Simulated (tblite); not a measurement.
C5H10FO (doublet state).
Numbering: `[CH3:1][C@H:2]([OH:3])[CH:4][CH2:5][CH2:6][F:7]` (hydrogens: H8, H9, H10 on C1; H11 on C2; H12 on O3; H13 on C4; H14, H15 on C5; H16, H17 on C6)

Structure used (GFN2-xTB), in Å, numbered top down from 1:
```xyz
17
C5H10FO angstrom
C      2.3808    0.7175   -0.4265
C      1.1330   -0.1597   -0.3177
O      1.2152   -1.1174   -1.3751
C     -0.1132    0.6389   -0.4415
C     -1.3144    0.3705    0.3788
C     -2.3048   -0.5698   -0.3342
F     -1.7261   -1.8014   -0.5316
H      3.2646    0.0865   -0.4035
H      2.4165    1.4245    0.3974
H      2.3642    1.2587   -1.3682
H      1.1433   -0.6902    0.6487
H      0.4232   -1.6677   -1.3506
H     -0.2237    1.2425   -1.3279
H     -1.8596    1.2969    0.5809
H     -1.0304   -0.0899    1.3276
H     -2.5739   -0.1896   -1.3239
H     -3.2017   -0.7381    0.2694
```

Computed geometry: GFN2-xTB, gas phase. This method treats the open shell by occupation alone, without spin polarisation.

Masses are those of the commonest isotopes; rigid-rotor values at the optimised geometry. The values belong to one conformer with, in the numbering `[CH3:1][C@H:2]([OH:3])[CH:4][CH2:5][CH2:6][F:7]`, C1–C2–O3–H -178°, C1–C2–C4–C5 -141°, C2–C4–C5–C6 -93°, C4–C5–C6–F7 64°.

(1) Give the principal moments of inertia and the rotational constants in MHz.

(2) Classify the top.

(3) Is it planar, by Δ = Ic − Ia − Ib?

(4) Where do the levels up to J = 3 lie, in MHz?

## Answers

(1) Ia = 106.26, Ib = 327.99, Ic = 404.24 u·Å²; 505379 MHz·u·Å²/I gives A = 4756, B = 1541, C = 1250 MHz.

(2) An asymmetric top: κ = (2 × 1541 − 4756 − 1250)/(4756 − 1250) = -0.83.

(3) Not planar: Δ = Ic − Ia − Ib = -30.01 u·Å². For a rigid frame Δ = −2 Σ m c², so Σ m c² = 15.00 u·Å² lies off the ab plane: 9.11 from hydrogen and 5.89 from heavier atoms. The atom farthest from that plane is 1.44 Å away.

(4) Above 0(0,0):
J = 1: 1(0,1) 2791, 1(1,1) 6006, 1(1,0) 6297
J = 2: 2(0,2) 8354, 2(1,2) 11298, 2(1,1) 12170, 2(2,1) 21815, 2(2,0) 21834
J = 3: 3(0,3) 16653, 3(1,3) 19224, 3(1,2) 20967, 3(2,2) 30189, 3(2,1) 30282, 3(3,1) 47003, 3(3,0) 47004
Those of J = 1 are B + C, A + C and A + B.

For this open shell read J as N, the rotation without spin; fine and hyperfine splittings come on top. Its GFN2-xTB frequencies are all real (lowest 41 cm⁻¹). Zero-point vibration and centrifugal distortion are left out.

Hardware: one thread of an AMD EPYC, shared host with 64 logical CPUs at a one-minute load of 60. Cost: 1.2 s of wall time. That covers the optimisation of the geometry.
